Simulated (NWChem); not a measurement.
The numbers come from NWChem runs, not from measurements. System: C₃H₅NOSi, charge 0, spin multiplicity 1, at a geometry optimised with PBE/def2-SVP. The structure started from a generated list of species. Level: RHF/def2-SVP.

The NWChem input:

```
start mol
memory heap 200 mb stack 800 mb global 1000 mb
geometry units angstroms nocenter noautoz
  C     -3.048636     0.055040     0.000000
  C     -1.729762     0.025085     0.000000
  C     -0.406384    -0.021093     0.000000
  N      0.500886    -1.109147     0.000000
  Si     1.827576     0.030201     0.000000
  O      0.461334     1.087089     0.000000
  H     -3.641623     0.071875     0.936956
  H     -3.641623     0.071875    -0.936956
  H      0.230578    -2.088955     0.000000
  H      2.689213     0.117756    -1.226566
  H      2.689213     0.117756     1.226566
  symmetry group Cs
end
basis spherical
  * library def2-svp
end
scf
  rhf
  nopen 0
  maxiter 100
  thresh 1e-7
  semidirect memsize 60000000 filesize 0
end
task scf energy
```

Output (cleaned and shortened):

```
             Northwest Computational Chemistry Package (NWChem) 7.3.0
             --------------------------------------------------------

                                NWChem Input Module
                                -------------------

 Scaling coordinates for geometry "geometry" by  1.889725989
 (inverse scale =  0.529177249)

 Turning off AUTOSYM since
 SYMMETRY directive was detected!

                             Geometry "geometry" -> ""
                             -------------------------

 Output coordinates in angstroms (scale by  1.889725989 to convert to a.u.)

  No.       Tag          Charge          X              Y              Z
 ---- ---------------- ---------- -------------- -------------- --------------
    1 C                    6.0000    -3.04863600     0.05504000     0.00000000
    2 C                    6.0000    -1.72976200     0.02508500     0.00000000
    3 C                    6.0000    -0.40638400    -0.02109300     0.00000000
    4 N                    7.0000     0.50088600    -1.10914700     0.00000000
    5 Si                  14.0000     1.82757600     0.03020100     0.00000000
    6 O                    8.0000     0.46133400     1.08708900     0.00000000
    7 H                    1.0000    -3.64162300     0.07187500     0.93695600
    8 H                    1.0000    -3.64162300     0.07187500    -0.93695600
    9 H                    1.0000     0.23057800    -2.08895500     0.00000000
   10 H                    1.0000     2.68921300     0.11775600    -1.22656600
   11 H                    1.0000     2.68921300     0.11775600     1.22656600

 Effective nuclear repulsion energy (a.u.)     270.3412984719

            Nuclear Dipole moment (a.u.)
            ----------------------------
        X                 Y               Z
 ---------------- ---------------- ----------------
     0.0000075589    -0.0000075589     0.0000000000

      Symmetry information
      --------------------

 Group name             Cs
 Group number              2
 Group order               2
 No. of unique centers     9

      Symmetry unique atoms

     1    2    3    4    5    6    7    9   10


 Summary of "ao basis" -> "" (spherical)
 ------------------------------------------------------------------------------
       Tag                 Description            Shells   Functions and Types
 ---------------- ------------------------------  ------  ---------------------
 *                          def2-svp                  on all atoms

 Summary of "ao basis" -> "ao basis" (spherical)
 ------------------------------------------------------------------------------
       Tag                 Description            Shells   Functions and Types
 ---------------- ------------------------------  ------  ---------------------
 C                          def2-svp                 6       14   3s2p1d
 N                          def2-svp                 6       14   3s2p1d
 Si                         def2-svp                 8       18   4s3p1d
 O                          def2-svp                 6       14   3s2p1d
 H                          def2-svp                 3        5   2s1p

                                 NWChem SCF Module
                                 -----------------

  ao basis        = "ao basis"
  functions       =   113
  atoms           =    11
  closed shells   =    26
  open shells     =     0
  charge          =   0.00
  wavefunction    = RHF
  use symmetry    = T
  symmetry adapt  = T

 Summary of "ao basis" -> "ao basis" (spherical)
[...]
     6 a'          7 a'          8 a'          9 a'         10 a"
    11 a'         12 a'         13 a'         14 a'         15 a'
    16 a'         17 a'         18 a'         19 a"         20 a"
    21 a'         22 a'         23 a"         24 a"         25 a'
    26 a"         27 a'         28 a'         29 a'         30 a'
    31 a"         32 a'         33 a'         34 a"         35 a'
    36 a"

             Final eigenvalues
             -----------------

              1
    1  -68.8297
    2  -20.5661
    3  -15.5704
    4  -11.3478
    5  -11.2506
    6  -11.2266
    7   -6.1912
    8   -4.3027
    9   -4.3023
   10   -4.3008
   11   -1.3801
   12   -1.1613
   13   -1.0254
   14   -0.9043
   15   -0.7738
   16   -0.7210
   17   -0.6462
   18   -0.6386
   19   -0.6230
   20   -0.5803
   21   -0.5486
   22   -0.5323
   23   -0.4920
   24   -0.4554
   25   -0.3737
   26   -0.3093
   27    0.1017
   28    0.1756
   29    0.1802
   30    0.1958
   31    0.2012
   32    0.2198
   33    0.2437
   34    0.2663
   35    0.2908
   36    0.3039

                       ROHF Final Molecular Orbital Analysis
                       -------------------------------------

 Vector   24  Occ=2.000000D+00  E=-4.554204D-01  Symmetry=a"
              MO Center=  4.3D-01, -3.0D-01,  2.5D-15, r^2= 2.3D+00
   Bfn.  Coefficient  Atom+Function         Bfn.  Coefficient  Atom+Function
  ----- ------------  ---------------      ----- ------------  ---------------
    48      0.442630   4 N  pz               51     -0.397116   4 N  pz
    80      0.359087   6 O  pz               83      0.305216   6 O  pz

 Vector   25  Occ=2.000000D+00  E=-3.736642D-01  Symmetry=a'
              MO Center= -2.3D+00,  3.2D-02, -2.3D-15, r^2= 1.9D+00
   Bfn.  Coefficient  Atom+Function         Bfn.  Coefficient  Atom+Function
  ----- ------------  ---------------      ----- ------------  ---------------
     5      0.392824   1 C  py               19      0.378836   2 C  py
    22      0.293272   2 C  py                8      0.288239   1 C  py

 Vector   26  Occ=2.000000D+00  E=-3.093031D-01  Symmetry=a"
              MO Center= -9.4D-01, -1.2D-01, -8.3D-16, r^2= 3.2D+00
   Bfn.  Coefficient  Atom+Function         Bfn.  Coefficient  Atom+Function
  ----- ------------  ---------------      ----- ------------  ---------------
    20      0.395591   2 C  pz               23      0.350176   2 C  pz
    34      0.295186   3 C  pz               51     -0.267306   4 N  pz
    48      0.261721   4 N  pz               37      0.204410   3 C  pz
    80     -0.156794   6 O  pz

 Vector   27  Occ=0.000000D+00  E= 1.016538D-01  Symmetry=a'
              MO Center=  1.1D+00, -1.1D-01,  1.4D-15, r^2= 6.4D+00
   Bfn.  Coefficient  Atom+Function         Bfn.  Coefficient  Atom+Function
  ----- ------------  ---------------      ----- ------------  ---------------
    68      0.951065   5 Si py               45      0.655057   4 N  s
    77     -0.394200   6 O  s                 8     -0.306735   1 C  py
    60     -0.247865   5 Si s                22      0.230204   2 C  py
    65      0.182497   5 Si py                5     -0.176486   1 C  py
   100     -0.167235   9 H  s                33      0.151015   3 C  py

 Vector   28  Occ=0.000000D+00  E= 1.756258D-01  Symmetry=a'
              MO Center=  5.5D-01, -2.4D-01,  3.0D-15, r^2= 8.0D+00
   Bfn.  Coefficient  Atom+Function         Bfn.  Coefficient  Atom+Function
  ----- ------------  ---------------      ----- ------------  ---------------
    67      1.382388   5 Si px              105     -0.746618  10 H  s
   110     -0.746618  11 H  s                35      0.537127   3 C  px
    45      0.488482   4 N  s                21      0.459584   2 C  px
   100     -0.454456   9 H  s                 3      0.424391   1 C  s
     8     -0.406392   1 C  py               22      0.348764   2 C  py

 Vector   29  Occ=0.000000D+00  E= 1.802438D-01  Symmetry=a'
              MO Center=  2.2D-01,  1.4D-03, -1.7D-14, r^2= 7.9D+00
   Bfn.  Coefficient  Atom+Function         Bfn.  Coefficient  Atom+Function
  ----- ------------  ---------------      ----- ------------  ---------------
    67      1.219577   5 Si px               45      0.699436   4 N  s
    68      0.591827   5 Si py              105     -0.565453  10 H  s
   110     -0.565453  11 H  s                 8      0.461366   1 C  py
    22     -0.443744   2 C  py               35      0.394793   3 C  px
    21      0.367859   2 C  px                3      0.336695   1 C  s

 center of mass
 --------------
 x =   0.03088360 y =   0.03219086 z =   0.00000000

 moments of inertia (a.u.)
 ------------------
         162.173159259912           3.740217978135           0.000000000000
           3.740217978135        1056.729882078770           0.000000000000
           0.000000000000           0.000000000000        1184.606645497602

  Mulliken analysis of the total density
  --------------------------------------

    Atom       Charge   Shell Charges
 -----------   ------   -------------------------------------------------------
    1 C    6     6.15   1.99  0.86  0.30  1.96  0.99  0.04
    2 C    6     6.12   1.99  0.89  0.28  1.99  0.92  0.04
    3 C    6     5.46   1.99  0.89  0.17  1.91  0.38  0.11
    4 N    7     7.63   1.99  0.93  0.63  2.44  1.63  0.02
    5 Si  14    12.98   2.00  1.99  0.91  0.11  5.94  1.11  0.55  0.38
    6 O    8     8.66   1.99  1.05  0.82  2.83  1.96  0.02
    7 H    1     0.92   0.74  0.16  0.03
    8 H    1     0.92   0.74  0.16  0.03
    9 H    1     0.84   0.70  0.09  0.05
   10 H    1     1.15   0.74  0.40  0.01
   11 H    1     1.15   0.74  0.40  0.01

       Multipole analysis of the density wrt the origin
       ------------------------------------------------

     L   x y z        total         open         nuclear
     -   - - -        -----         ----         -------
     0   0 0 0     -0.000000      0.000000     52.000000

     1   1 0 0      0.700465      0.000000      0.000008
     1   0 1 0     -0.972339      0.000000     -0.000008
     1   0 0 1      0.000000      0.000000      0.000000

     2   2 0 0    -26.813837      0.000000    592.680573
     2   1 1 0     -0.317906      0.000000     -2.469695
     2   1 0 1      0.000000      0.000000      0.000000
     2   0 2 0    -31.564675      0.000000     80.365868
     2   0 1 1     -0.000000      0.000000      0.000000
     2   0 0 2    -33.007191      0.000000     17.015055

 Task  times  cpu:        3.8s     wall:        3.8s

 Total times  cpu:        3.8s     wall:        3.8s
```
